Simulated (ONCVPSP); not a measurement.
**Configuration tests for tantalum (ONCV)**

```
Element                 : Ta (Z = 73)
Generator               : ONCVPSP 4.0.1
Type                    : optimised norm-conserving Vanderbilt (ONCV)
Functional              : PBE
Relativity              : scalar-relativistic
Frozen core             : [Kr] 4d10 4f14
Valence charge          : 13
Reference configuration : 5s2 5p6 5d3 6s1 (charge +1)
Partial waves           : 5s+6s: rc 1.45 bohr, ncon 4, nbas 8, qcut 7.7 1/bohr, 2 projectors; 5p: rc 1.95 bohr, ncon 5, nbas 9, qcut 8.1 1/bohr, 2 projectors, debl 1.8 Ha; 5d: rc 1.75 bohr, ncon 5, nbas 10, qcut 5.1 1/bohr, 3 projectors, debl 2.6 Ha
Local potential         : polynomial inside 1.40 bohr (lpopt 4, dvloc0 -1 Ha)
Core correction         : Teter function, parameters optimised by the program
```

Energies are relative to the spin-unpolarised reference configuration 5s2 5p6 5d3 6s1; without spin polarisation the order of configurations can differ from experiment.

```csv
valence configuration,charge,ΔE all-electron (eV),error AE − PS (meV)
5s2 5p6 5d3 6s2,0,-8.468,+4.9
5s2 5p6 5d2 6s0,+3,38.576,-5.7
```

(1) What are ΔE and the potential's error for 5s2 5p6 5d3 6s0?

(2) What are ΔE and the potential's error for 5s2 5p6 5d2 6s2?

Answers

(1) ΔE = 14.972 eV all-electron; the error (AE − PS) is +1.7 meV.

(2) ΔE = -0.787 eV all-electron; the error (AE − PS) is -2.3 meV.
